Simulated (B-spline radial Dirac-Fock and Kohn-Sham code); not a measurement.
## How the binding energies of Tb¹¹⁺ add up

System: terbium as Tb¹¹⁺ in the configuration [Kr] 4d10 4f6 5s2; nuclear rms radius 5.06 fm (A = 159).

The run's input, task.json:

```json
{"items": [{
  "Z": 65,
  "q": 11,
  "cfg": [[1, 0, 2], [2, 0, 2], [2, 1, 6], [3, 0, 2], [3, 1, 6], [3, 2, 10], [4, 0, 2], [4, 1, 6], [4, 2, 10], [4, 3, 6], [5, 0, 2]],
  "A": 159,
  "rrms": 5.06,
  "do": ["binding"]
}]}
```

Command: `python xray_run.py task.json out`

Model: Dirac-Fock ΔSCF + Breit + QED. Program: a radial finite-basis atomic code. No correlation. Energies are counted from the vacuum level.

All terms are in eV, carry their sign (relaxation lowers the binding energy) and add up to the binding energy; ⟨r⟩ is the mean radius of the orbital in the initial state.

```tsv
subshell	−ε (Koopmans)	relaxation	Gaunt	retardation	QED	binding energy	⟨r⟩ (bohr)
K	52509.2	-71.80	-163.76	14.28	-77.45	52210.5	0.022
L1	8993.7	-38.44	-16.91	1.14	-10.62	8928.9	0.091
L2	8535.9	-42.53	-29.48	3.26	0.37	8467.6	0.076
L3	7787.3	-40.33	-20.78	4.16	-0.79	7729.6	0.083
M1	2204.7	-17.33	-2.87	0.16	-2.36	2182.3	0.238
M2	2005.4	-18.12	-5.19	0.52	0.05	1982.6	0.228
M3	1847.8	-17.12	-3.46	0.74	-0.18	1827.7	0.241
M4	1509.9	-19.25	-2.06	0.16	0.21	1488.9	0.214
M5	1475.9	-18.86	-1.32	0.18	0.11	1456.0	0.218
N1	618.9	-4.66	-0.62	0.04	-0.55	613.1	0.538
N2	538.2	-4.55	-1.09	0.12	0.02	532.7	0.549
N3	502.1	-4.08	-0.69	0.17	-0.03	497.5	0.576
N4	368.4	-3.78	-0.30	0.03	0.05	364.4	0.603
N5	361.7	-3.62	-0.16	0.03	0.03	358.0	0.612
N6,7	206.5	-2.89	0.10	-0.01	0.03	203.7	0.689
O1	219.4	-0.39	-0.15	0.01	-0.13	218.7	1.163
```

For the deepest level, K (1s), the Breit terms make up -0.286 % of the binding energy, QED -0.148 % and orbital relaxation -0.138 %.

Spin-orbit splittings: 2p 737.9 eV, 3p 154.9 eV, 3d 32.89 eV, 4p 35.20 eV, 4d 6.42 eV.

Going to the tabulated ground configuration of the next ion removes an electron from N6,7 (4f), computed at 203.7 eV. NIST lists 216 ± 11 eV as the ionisation energy of this species (theoretical), +12.29 eV from the computed value. Where a p, d or f shell is open in either ion the computed value averages over both j values and all terms, while the table refers to the lowest levels; that difference holds spin-orbit splitting (largest in heavy or highly charged ions), term energies where several electrons share open shells, and correlation, and it can reach 10 % or more.
